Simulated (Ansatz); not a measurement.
Ansatz results at the PBE0-D4/def2-TZVP geometry: HOMO energy (PBE0/def2-TZVPP) -7.65 eV; HOMO energy (B3LYP/def2-TZVPP) -7.46 eV; HOMO energy (ωB97M-V/def2-TZVPP) -9.69 eV.

Each molecule was computed in one conformer, which needn't be the lowest.

**Question.** Which molecule gave them?
A. `CO[Si](F)(F)S[Si](Cl)(Cl)OC`
B. `C[SiH2][GeH2][CH3]`
C. `O[SiH2]C[SiH](O)O`
D. `F[Si](Cl)(Cl)S[SiH2]Cl`

**Answer.** B. The others give `CO[Si](F)(F)S[Si](Cl)(Cl)OC`: -8.22, -7.92, -10.38; `O[SiH2]C[SiH](O)O`: -8.35, -8.15, -10.58; `F[Si](Cl)(Cl)S[SiH2]Cl`: -8.47, -8.19, -10.62.

B3LYP here is the variant with VWN-RPA as its local correlation; programs differ in this.
